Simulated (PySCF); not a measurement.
## Excitation energy of Ga by level of theory

Ga [Ar] 3d10 4s2 4p1 (2P) → Ga [Ar] 3d10 4s2 5s1 (2S), as a difference of total energies. Computed with PySCF 2.14 in aug-cc-pwCVTZ-PP with ECP10MDF, with a scalar-relativistic core potential. Correlated levels: valence: 3s2 3p6 3d10 frozen; valence and next inner shell: nothing frozen outside the core potential. The calculations carry no spin-orbit coupling.

```json
{"method": "UHF", "excitation energy (eV)": "2.845"}
{"method": "LDA", "excitation energy (eV)": "2.944"}
{"method": "PBE0", "excitation energy (eV)": "2.949"}
{"method": "r2SCANh", "excitation energy (eV)": "3.158"}
{"method": "M06-L", "excitation energy (eV)": "2.986"}
{"method": "B97-3", "excitation energy (eV)": "2.907"}
{"method": "wB97X", "excitation energy (eV)": "3.011"}
{"method": "MP2 (valence)", "excitation energy (eV)": "2.927"}
{"method": "SCS-MP2 (valence)", "excitation energy (eV)": "2.927"}
{"method": "MP2 (valence and next inner shell)", "excitation energy (eV)": "2.933"}
{"method": "SCS-MP2 (valence and next inner shell)", "excitation energy (eV)": "2.911"}
```

Problem. Estimate what r2SCAN gives.

Solution. 3.157 eV, closest to r2SCANh among the rows shown.

Problem. Estimate what PBE gives.

Solution. 2.878 eV, closest to B97-3 among the rows shown.

Errors of the correlated levels include the incompleteness of this basis and the frozen core.

For comparison: 3.005 eV (measured; NIST levels, between the centres of gravity of the two terms).
